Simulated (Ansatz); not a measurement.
H6AlSi2, SMILES `[SiH3][Al-][SiH3]` (lower singlet) (charge -1, multiplicity 1). This singlet lies 0.60 eV below the relaxed triplet at the level frozen-core CCSD(T)/aug-cc-pVTZ // B3LYP-D3(BJ)/def2-TZVPD (Ansatz, a quantum-chemistry and plane-wave program).

Cartesian coordinates (Å):
SMILES: [SiH3][Al-][SiH3]
```xyz
9

Si     1.7540    -0.0314    -0.2226
Al     0.0055     1.6145    -1.1756
Si    -1.7525     0.1982     0.0808
H      3.2031     0.3945    -0.2434
H      1.7851    -1.2626    -1.0970
H      1.6294    -0.6169     1.1623
H     -3.1976     0.3461    -0.3331
H     -1.7987     0.6567     1.5194
H     -1.6282    -1.2991     0.2191
```
Charge -1, spin multiplicity 1.

The restricted HF start is unstable towards unrestricted orbitals.

Q: Give the natural occupations of the active orbitals, the CASSCF energy and the corrected energy for frozen-core fic-MRCISD+Q@CASSCF(2e,2o)/aug-cc-pVTZ // B3LYP-D3(BJ)/def2-TZVPD (Ansatz).

A: 
The natural occupations is 1.89, 0.11 and the CASSCF energy is -823.3084 Ha. The corrected energy is -823.7124 Ha and the weight of the reference is 0.851.
